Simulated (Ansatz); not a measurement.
BH3O2Si (`OB1O[SiH2]1`). Charge 0, multiplicity 1.

```xyz
7

O     0.507    0.797   -1.844
B     0.181    0.393   -0.607
O     0.003    1.110    0.528
Si   -0.281   -0.545    0.973
H     0.571    0.076   -2.474
H     0.686   -1.046    1.980
H    -1.667   -0.786    1.445
```

Question: List the harmonic frequencies (cm⁻¹, unscaled) at PBE0-D4/def2-TZVP in Ansatz. (An estimate is asked.)

Answer: The calculation gave: 315, 328, 500, 570, 575, 638, 671, 748, 954, 979, 1183, 1575, 2232, 2244, 3912.

Question: Is this a minimum?

Answer: Yes, all 15 modes are real.

Question: Give the ideal-gas thermochemistry at 298.15 K and 1 bar (rigid rotor, harmonic oscillator; point group Cs, symmetry number 1).

Answer: Zero-point energy 104.2 kJ/mol; H(298) − E = 119.0 kJ/mol; entropy 288.3 J/(mol·K), of which translation 162.5, rotation 102.8, vibration 23.1; G(298) − E = 33.0 kJ/mol.
